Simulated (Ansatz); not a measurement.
Program: Ansatz. Geometries: PBE0-D4/def2-TZVP. ΔE: electronic, gas phase. CCSD(T)/CBS adds triple-zeta CCSD(T) − MP2 to the extrapolated MP2 energy (def2 sets, frozen cores). DFT in def2-TZVPP. For Br outer-core shells are correlated without core-valence functions, which leaves a few kJ/mol of doubt a bond. Scalar relativity is left out up to krypton. Each species was taken in one conformer, which may not be the lowest.

Consider the isomerisation: `CO[SiH](O)Br` → `C[Si](O)(O)Br`.

`CO[SiH](O)Br`:

```xyz
10

C    -0.457   -1.586    0.005
O    -0.171   -0.353   -0.620
Si    0.568    0.926    0.051
O     0.513    2.179   -0.976
Br   -0.479    1.405    1.961
H     0.462   -2.105    0.296
H    -1.079   -1.441    0.893
H    -0.997   -2.206   -0.711
H     1.985    0.683    0.366
H    -0.344    2.498   -1.265
```

`C[Si](O)(O)Br`:

Cartesian coordinates in Å:
```
C 0.984 0.826 0.616
Si -0.300 -0.176 -0.239
O -0.313 -1.752 0.200
O -1.744 0.492 0.101
Br 0.075 -0.148 -2.451
H 1.983 0.448 0.391
H 0.827 0.778 1.696
H 0.929 1.870 0.302
H 0.091 -2.381 -0.400
H -2.531 0.043 -0.215
```

```
         level  ΔE (kcal/mol)
     r2SCAN-D4          -27.0
CCSD/CBS(def2)          -26.3
```

(1) What does CCSD(T)/CBS give? (An estimate is asked.)

Largest T1 diagnostic among the species: 0.010.

## Answers

(1) The calculation gave: -26.5 kcal/mol. The listed levels differ from it by -0.5, 0.2 kcal/mol.

In def2-TZVPP, CCSD(T) changes the Hartree–Fock value by −3.2 kcal/mol (the triples alone add −0.2 kcal/mol) and MP2 by −4.7 kcal/mol.
